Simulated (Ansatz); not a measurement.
Consider the ligand exchange at the Si–S bond: `[SiH3]S[SiH]1CO1` + `O=C[TeH]` → `O=C[Te][SiH3]` + `S[SiH]1CO1`.

Isolated molecules relaxed with PBE0-D4/def2-TZVP in Ansatz; ΔE leaves out vibrations. CCSD(T)/CBS adds triple-zeta CCSD(T) − MP2 to the extrapolated MP2 energy (def2 sets, frozen cores). DFT in def2-TZVPP. B3LYP here is the variant with VWN-RPA as its local correlation; programs differ in this. def2 core potentials past Kr. For Te outer-core shells are correlated without core-valence functions, which leaves a few kJ/mol of doubt a bond. Each species was taken in one conformer, which may not be the lowest.

`[SiH3]S[SiH]1CO1`:

Cartesian coordinates in Å:
```
Si -1.637 -1.668 -0.637
S -1.101 -0.360 0.978
Si 0.606 0.504 0.093
C 1.644 1.680 0.974
O 0.686 2.147 -0.062
H -2.895 -2.322 -0.206
H -1.855 -0.901 -1.888
H -0.583 -2.687 -0.863
H 1.071 -0.291 -1.064
H 1.383 2.029 1.971
H 2.681 1.869 0.705
```

`O=C[TeH]`:

```xyz
5

O     1.815   -0.220   -0.351
C     0.668   -0.294   -0.052
Te   -0.729    1.314   -0.306
H     0.206   -1.198    0.387
H    -1.960    0.397    0.321
```

`O=C[Te][SiH3]`:

Cartesian coordinates in Å:
```
O 2.840 -1.177 0.240
C 1.736 -0.782 0.067
Te 0.780 0.677 1.343
Si -1.313 0.625 -0.008
H 1.079 -1.115 -0.761
H -1.042 -0.358 -1.093
H -1.611 1.955 -0.593
H -2.469 0.175 0.805
```

`S[SiH]1CO1`:

Z-matrix (Å, degrees):
```
Si
C 1 1.798
O 1 1.652 2 50.8
S 1 2.112 2 121.3 3 -104.9
H 1 1.476 2 124.3 3 98.3
H 2 1.088 1 121.5 3 99.2
H 2 1.088 1 122.9 3 -98.9
H 4 1.344 1 93.3 2 179.8
```

(1) Is it downhill or uphill in electronic energy at CCSD(T)/CBS, and by how much? (An estimate is asked.)

(2) What do these levels give: r2SCAN-D4, PBE0-D4, B3LYP-D4, ωB97M-V, B2PLYP, SCS-MP2/def2-TZVPP, CCSD/def2-TZVPP, MP2/def2-QZVPP, SCS-MP2/def2-QZVPP, HF/CBS(def2), MP2/CBS(def2), CCSD/CBS(def2)? (Estimate.)

Largest T1 diagnostic among the species: 0.016.

Answers

(1) The calculation gave: Nearly level: ΔE = +0.5 kJ/mol.

(2) Ansatz gave: r2SCAN-D4 2.5, PBE0-D4 0.8, B3LYP-D4 3.1, ωB97M-V 4.7, B2PLYP 1.8, SCS-MP2/def2-TZVPP 4.2, CCSD/def2-TZVPP 4.8, MP2/def2-QZVPP -0.1, SCS-MP2/def2-QZVPP 2.6, HF/CBS(def2) 7.7, MP2/CBS(def2) -1.5, CCSD/CBS(def2) 1.5 kJ/mol.

In def2-TZVPP, CCSD(T) changes the Hartree–Fock value by −3.8 kJ/mol (the triples alone add −1.0 kJ/mol) and MP2 by −5.8 kJ/mol.
